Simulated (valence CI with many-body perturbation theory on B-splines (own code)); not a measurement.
## Energy levels of Dy17+

Level of theory: relativistic CI+MBPT: three valence electrons over a frozen Dirac-Fock core [Kr] 4d10, a basis of 8 s, 8 p, 9 d, 9 f, 6 g, 3 h, 2 i functions for each j, with the one-electron correlation potential Σ1 (screened to all orders), the two-electron term Σ2, the three-electron term Σ3, Breit, model QED; selected single and double excitations, second order for the rest (own B-spline code, finite nucleus).

No measured levels were compared; by estimate terms of the open shell hold to a few per cent of their energy, and close levels can change places. Core correlation moves these levels by up to 39000 cm⁻¹, and in measured spectra 5 to 20 % of such shifts remained as error; rates that hang on mixing are uncertain with them.

Levels 46 to 63 of 63, with energies above the lowest level, 4f3 4I°_9/2. "Leading %" is the weight of the configuration and term that name the level; weights of strongly mixed levels are sums over their largest components and can fall short. In the jj column 3d3/2^4 stands for four electrons in 3d with j = 3/2. Lifetimes count E1, E2, E3, M1 and M2 decay at the calculated energies, and are blank where another channel may lead or the interval is too uncertain; long ones can be off by a factor of two.

```tsv
No.	Configuration	Term	J	E (cm⁻¹)	Leading %	Second component	Leading jj	Lifetime
46	4f2 5s	4F	5/2	207800	89	7 % 4f2 5s 2F	4f5/2^2 5s (55 %)	10.5 μs
47	4f2 5s	2H	9/2	209680	64	18 % 4f2 5s 4H	4f5/2 4f7/2 5s (74 %)	12.1 μs
48	4f2 5s	4H	13/2	211460	99		4f7/2^2 5s (77 %)	32.8 μs
49	4f2 5s	4F	7/2	212180	92	6 % 4f2 5s 2G	4f5/2 4f7/2 5s (96 %)	10.9 μs
50	4f2 5s	4F	9/2	214230	60	21 % 4f2 5s 2G	4f5/2 4f7/2 5s (93 %)	11.6 μs
51	4f2 5s	2G	7/2	218910	65	28 % 4f2 5s 2F	4f5/2 4f7/2 5s (86 %)	10.5 μs
52	4f2 5s	2F	5/2	220200	86	9 % 4f2 5s 4F	4f5/2 4f7/2 5s (74 %)	6.71 μs
53	4f2 5s	2H	11/2	221590	93	5 % 4f2 5s 4H	4f7/2^2 5s (67 %)	7.85 μs
54	4f2 5s	2G	9/2	226190	62	33 % 4f2 5s 4F	4f7/2^2 5s (92 %)	13.4 μs
55	4f2 5s	2F	7/2	231640	71	24 % 4f2 5s 2G	4f7/2^2 5s (91 %)	6.38 μs
56	4f2 5s	2D	5/2	238080	64	28 % 4f2 5s 4P	4f5/2 4f7/2 5s (69 %)	3.82 μs
57	4f2 5s	2D	3/2	239070	78	10 % 4f2 5s 4P	4f5/2 4f7/2 5s (53 %)	4.29 μs
58	4f2 5s	4P	1/2	242800	96		4f5/2^2 5s (57 %)	4.69 μs
59	4f2 5s	4P	3/2	246310	88	7 % 4f2 5s 2D	4f5/2 4f7/2 5s (89 %)	3.21 μs
60	4f2 5s	2I	13/2	248570	99		4f5/2 4f7/2 5s (77 %)	3.82 μs
61	4f2 5s	2I	11/2	248720	98		4f5/2 4f7/2 5s (74 %)	3.51 μs
62	4f2 5s	4P	5/2	252320	71	28 % 4f2 5s 2D	4f7/2^2 5s (85 %)	2.77 μs
63	4f2 5s	2P	1/2	255530	97		4f5/2 4f7/2 5s (78 %)	1.09 μs
```

Names give the largest LS component (configuration and term), which can be under half, so a name can repeat, a term be missing and a line seem to break the LS rules; names also repeat where a configuration has a term twice.

Where two levels of one J and parity lie close, their mixing, g and order are uncertain.
